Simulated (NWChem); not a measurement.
System: C4H5Cl; SMILES C#CCCCl

NWChem input:

```
start job
memory heap 200 mb stack 900 mb global 1100 mb
geometry units angstroms noautoz
  C      0.944357    -2.381645    -0.124755
  C      0.055895    -1.587770     0.087763
  C     -1.019325    -0.634323     0.329387
  C     -0.886369     0.672658    -0.438828
  Cl     0.534771     1.618117     0.078935
  H      1.736954    -3.083399    -0.307938
  H     -1.084203    -0.415363     1.408425
  H     -1.982534    -1.095016     0.045739
  H     -0.779924     0.489375    -1.516527
  H     -1.771688     1.301092    -0.272006
end
basis spherical
  * library def2-tzvp
end
dft
  xc xcamb88 1.00 lyp 0.81 vwn_5 0.19 hfexch 1.00
  cam 0.33 cam_alpha 0.19 cam_beta 0.46
  iterations 150
  semidirect filesize 400000000
  mulliken
end
task dft energy
```

Parts of the log:

```
             Northwest Computational Chemistry Package (NWChem) 7.3.0
             --------------------------------------------------------

 C1  symmetry detected

                             Geometry "geometry" -> ""
                             -------------------------

 Output coordinates in angstroms (scale by  1.889725989 to convert to a.u.)

  No.       Tag          Charge          X              Y              Z
 ---- ---------------- ---------- -------------- -------------- --------------
    1 C                    6.0000     0.90351163    -2.42291776    -0.13169865
    2 C                    6.0000     0.03114993    -1.61315424     0.08746852
    3 C                    6.0000    -1.02480419    -0.64043879     0.33712214
    4 C                    6.0000    -0.87157120     0.66574866    -0.42866172
    5 Cl                  17.0000     0.56968080     1.58326287     0.08375462
    6 H                    1.0000     1.68190003    -3.13886302    -0.32079801
    7 H                    1.0000    -1.07986391    -0.42299886     1.41701285
    8 H                    1.0000    -1.99792854    -1.08239119     0.05752802
    9 H                    1.0000    -0.77427979     0.48320137    -1.50735037
   10 H                    1.0000    -1.74411840     1.31015579    -0.25560267

 Effective nuclear repulsion energy (a.u.)     190.1962733429

                                 NWChem DFT Module
                                 -----------------

 Summary of "ao basis" -> "ao basis" (spherical)
 ------------------------------------------------------------------------------
       Tag                 Description            Shells   Functions and Types
 ---------------- ------------------------------  ------  ---------------------
 C                         def2-tzvp                11       31   5s3p2d1f
 Cl                        def2-tzvp                13       37   5s5p2d1f
 H                         def2-tzvp                 4        6   3s1p

            General Information
            -------------------
          SCF calculation type: DFT
          Wavefunction type:  closed shell.
          No. of atoms     :    10
          No. of electrons :    46
           Alpha electrons :    23
            Beta electrons :    23
          Charge           :     0
          Spin multiplicity:     1
          Use of symmetry is: off; symmetry adaption is: off
          Maximum number of iterations: 150
          AO basis - number of functions:   191
                     number of shells:    77
          Convergence on energy requested:  1.00D-06
          Convergence on density requested:  1.00D-05
          Convergence on gradient requested:  5.00D-04

              XC Information
              --------------
                     Hartree-Fock (Exact) Exchange  1.000
                   CAM-Becke88 Exchange Functional  1.000
                      VWN V Correlation Functional  0.190 local
              Lee-Yang-Parr Correlation Functional  0.810

           Range-Separation Parameters
           ---------------------------
           Alpha           :  0.19
           Beta            :  0.46
           Gamma           :  0.33
           Short-Range HF  :     F

             Grid Information
             ----------------
          Grid used for XC integration:  medium
          Radial quadrature: Mura-Knowles
          Angular quadrature: Lebedev.
          Tag              B.-S. Rad. Rad. Pts. Rad. Cut. Ang. Pts.
          ---              ---------- --------- --------- ---------
          C                   0.70       49          12.0       434
          Cl                  1.00       88          12.0       590
          H                   0.35       45          13.0       434
          Grid pruning is: on
          Number of quadrature shells:   509
          Spatial weights used:  Erf1

      Superposition of Atomic Density Guess
      -------------------------------------

 Sum of atomic energies:        -612.66204741

      Non-variational initial energy
      ------------------------------

 Total energy =    -615.276010
 1-e energy   =   -1216.665702
 2-e energy   =     411.193419
 HOMO         =      -0.332726
 LUMO         =       0.035357

     ---------------------------------------------
      Total Density - Mulliken Population Analysis
     ---------------------------------------------

    Atom       Charge   Shell Charges
 -----------   ------   -------------------------------------------------------
    1 C    6     6.36   0.86  1.12  0.60  0.49  0.11  1.23  1.47  0.45  0.01 -0.00  0.01
    2 C    6     5.98   0.86  1.12  0.60  0.52  0.13  1.18  1.19  0.27  0.02  0.08  0.01
    3 C    6     6.29   0.86  1.12  0.54  0.65  0.14  1.20  1.32  0.37  0.02  0.08  0.00
    4 C    6     6.03   0.86  1.12  0.53  0.66  0.09  1.07  1.26  0.32  0.02  0.09  0.01
    5 Cl  17    17.26   2.01  0.45  1.52  1.11  0.83  4.19  1.69  1.11  2.88  1.45  0.01  0.03  0.00
    6 H    1     0.74   0.21  0.42  0.09  0.02
    7 H    1     0.82   0.24  0.44  0.13  0.02
    8 H    1     0.82   0.23  0.44  0.13  0.02
    9 H    1     0.85   0.25  0.45  0.13  0.02
   10 H    1     0.84   0.25  0.45  0.12  0.02

   convergence    iter        energy       DeltaE   RMS-Dens  Diis-err
 ---------------- ----- ----------------- --------- --------- ---------
 d= 0,ls=0.0,diis     1   -615.4784664821 -8.06D+02  6.17D-03  1.14D+00
 d= 0,ls=0.0,diis     2   -615.5226819562 -4.42D-02  2.70D-03  2.78D-01
 d= 0,ls=0.0,diis     3   -615.5405793490 -1.79D-02  1.10D-03  1.27D-01
 d= 0,ls=0.0,diis     4   -615.5550851685 -1.45D-02  2.12D-04  8.29D-03
 d= 0,ls=0.0,diis     5   -615.5560222018 -9.37D-04  6.23D-05  2.43D-04
  Resetting Diis
 d= 0,ls=0.0,diis     6   -615.5560498510 -2.76D-05  2.31D-05  1.42D-05
 d= 0,ls=0.0,diis     7   -615.5560515668 -1.72D-06  8.94D-06  1.05D-06
 d= 0,ls=0.0,diis     8   -615.5560516211 -5.42D-08  1.10D-05  8.06D-07
 d= 0,ls=0.0,diis     9   -615.5560517067 -8.57D-08  6.87D-06  2.26D-08

         Total DFT energy =     -615.556051706742
      One electron energy =    -1221.051482620466
           Coulomb energy =      466.982430420663
    Exchange-Corr. energy =      -51.683272849846
 Nuclear repulsion energy =      190.196273342907

 Numeric. integr. density =       46.000005128512

                       DFT Final Molecular Orbital Analysis
                       ------------------------------------

 Vector   21  Occ=2.000000D+00  E=-3.633592D-01
              MO Center=  3.1D-01,  1.4D+00, -4.3D-03, r^2= 2.1D+00
   Bfn.  Coefficient  Atom+Function         Bfn.  Coefficient  Atom+Function
  ----- ------------  ---------------      ----- ------------  ---------------
   140      0.292470   5 Cl py              141      0.284785   5 Cl pz
   139     -0.275597   5 Cl px                5     -0.262960   1 C  s
    67      0.211953   3 C  s               143      0.212606   5 Cl py
   144      0.207277   5 Cl pz              142     -0.198027   5 Cl px
    44     -0.166933   2 C  py              137      0.146834   5 Cl py

 Vector   22  Occ=2.000000D+00  E=-3.413297D-01
              MO Center=  3.4D-01, -1.6D+00, -1.4D-02, r^2= 2.7D+00
   Bfn.  Coefficient  Atom+Function         Bfn.  Coefficient  Atom+Function
  ----- ------------  ---------------      ----- ------------  ---------------
     8      0.205800   1 C  pz               39      0.193397   2 C  pz
     7     -0.176300   1 C  py               38     -0.164073   2 C  py
    11      0.160599   1 C  pz               42      0.161127   2 C  pz
    41     -0.141187   2 C  py               10     -0.133802   1 C  py
   141     -0.115254   5 Cl pz                6     -0.112633   1 C  px

 Vector   23  Occ=2.000000D+00  E=-3.391418D-01
              MO Center=  3.4D-01, -1.8D+00,  1.3D-02, r^2= 2.3D+00
   Bfn.  Coefficient  Atom+Function         Bfn.  Coefficient  Atom+Function
  ----- ------------  ---------------      ----- ------------  ---------------
     8      0.212049   1 C  pz               39      0.193642   2 C  pz
     6      0.173924   1 C  px               37      0.166043   2 C  px
    11      0.164067   1 C  pz               42      0.162480   2 C  pz
    40      0.136352   2 C  px                7      0.134267   1 C  py
     9      0.134759   1 C  px               38      0.121529   2 C  py

 Vector   24  Occ=0.000000D+00  E= 5.425874D-02
              MO Center= -9.1D-01, -2.3D-01, -4.9D-02, r^2= 6.9D+00
   Bfn.  Coefficient  Atom+Function         Bfn.  Coefficient  Atom+Function
  ----- ------------  ---------------      ----- ------------  ---------------
    67      3.428318   3 C  s                 5     -1.769977   1 C  s
    98      1.719458   4 C  s                44     -1.320642   2 C  py
   176     -1.232143   8 H  s               188     -1.159416  10 H  s
   170     -1.116508   7 H  s                43      1.035328   2 C  px
   182     -0.831994   9 H  s                75     -0.752790   3 C  py

 Vector   25  Occ=0.000000D+00  E= 7.641297D-02
              MO Center=  8.9D-02, -1.5D+00,  1.7D-01, r^2= 4.8D+00
   Bfn.  Coefficient  Atom+Function         Bfn.  Coefficient  Atom+Function
  ----- ------------  ---------------      ----- ------------  ---------------
    67     -1.758452   3 C  s                 5      1.645315   1 C  s
    43     -1.210412   2 C  px              170      1.117419   7 H  s
    36     -0.762056   2 C  s                14      0.728677   1 C  pz
    13      0.723170   1 C  py               44      0.691590   2 C  py
   176     -0.617830   8 H  s                74     -0.575531   3 C  px

 Vector   26  Occ=0.000000D+00  E= 8.405826D-02
              MO Center= -2.5D-01,  3.6D-01, -7.9D-02, r^2= 5.6D+00
   Bfn.  Coefficient  Atom+Function         Bfn.  Coefficient  Atom+Function
  ----- ------------  ---------------      ----- ------------  ---------------
    67      3.006724   3 C  s                 5     -2.269950   1 C  s
    44     -1.418790   2 C  py               43      1.186389   2 C  px
   176     -1.098871   8 H  s                98     -1.007118   4 C  s
    12      0.853894   1 C  px               36      0.821997   2 C  s
   129      0.754916   5 Cl s               105     -0.654853   4 C  px

     ---------------------------------------------
      Total Density - Mulliken Population Analysis
     ---------------------------------------------

    Atom       Charge   Shell Charges
 -----------   ------   -------------------------------------------------------
    1 C    6     6.16   0.86  1.12  0.57  0.43  0.03  1.31  1.29  0.54  0.01 -0.00  0.01
    2 C    6     6.10   0.86  1.11  0.58  0.47  0.11  1.31  1.19  0.36  0.02  0.07  0.01
    3 C    6     6.23   0.85  1.12  0.50  0.64  0.16  1.35  1.15  0.34  0.02  0.08  0.01
    4 C    6     6.15   0.85  1.12  0.52  0.67  0.10  1.29  1.20  0.30  0.02  0.09  0.01
    5 Cl  17    17.14   2.01  0.43  1.52  1.14  0.78  4.19  1.66  1.16  2.72  1.45  0.01  0.04  0.01
    6 H    1     0.80   0.26  0.45  0.06  0.02
    7 H    1     0.86   0.27  0.47  0.09  0.02
    8 H    1     0.86   0.27  0.48  0.10  0.02
    9 H    1     0.86   0.27  0.47  0.09  0.02
   10 H    1     0.86   0.27  0.48  0.08  0.02

     -------------------------------------------
      Total Density - Lowdin Population Analysis
     -------------------------------------------

    Atom       Charge   Shell Charges
 -----------   ------   -------------------------------------------------------
    1 C    6     6.10   0.91  1.03  0.37  0.38  0.20  1.12  1.28  0.64  0.01  0.12  0.04
    2 C    6     6.12   0.91  1.03  0.36  0.34  0.17  1.11  1.22  0.60  0.02  0.31  0.05
    3 C    6     6.28   0.91  1.04  0.34  0.32  0.17  1.14  1.35  0.58  0.03  0.37  0.04
    4 C    6     6.48   0.91  1.04  0.38  0.35  0.19  1.11  1.36  0.64  0.02  0.44  0.04
    5 Cl  17    16.72   1.98  0.84  1.14  0.89  0.73  3.93  1.90  1.27  2.44  1.51  0.01  0.08  0.01
    6 H    1     0.87   0.24  0.38  0.18  0.07
    7 H    1     0.84   0.25  0.38  0.15  0.06
    8 H    1     0.84   0.25  0.38  0.15  0.06
    9 H    1     0.87   0.26  0.39  0.16  0.06
   10 H    1     0.87   0.26  0.40  0.16  0.06

     Multipole analysis of the density
     ---------------------------------

     L   x y z        total         alpha         beta         nuclear
     -   - - -        -----         -----         ----         -------
     0   0 0 0      0.000000    -23.000000    -23.000000     46.000000

     1   1 0 0     -0.730146     -0.365073     -0.365073     -0.000000
     1   0 1 0     -0.262855     -0.131428     -0.131428     -0.000000
     1   0 0 1     -0.150013     -0.075007     -0.075007     -0.000000

     2   2 0 0    -24.856950    -71.187066    -71.187066    117.517182
     2   1 1 0     -2.622961      3.983959      3.983959    -10.590879
     2   1 0 1     -0.252829      0.390457      0.390457     -1.033743
     2   0 2 0    -28.639052   -213.806847   -213.806847    398.974643
     2   0 1 1      0.230192      0.835404      0.835404     -1.440616
     2   0 0 2    -27.779207    -25.504885    -25.504885     23.230563
```

Level: CAM-B3LYP/def2-TZVP. Structure relaxed at the PBE0/def2-SVP level.
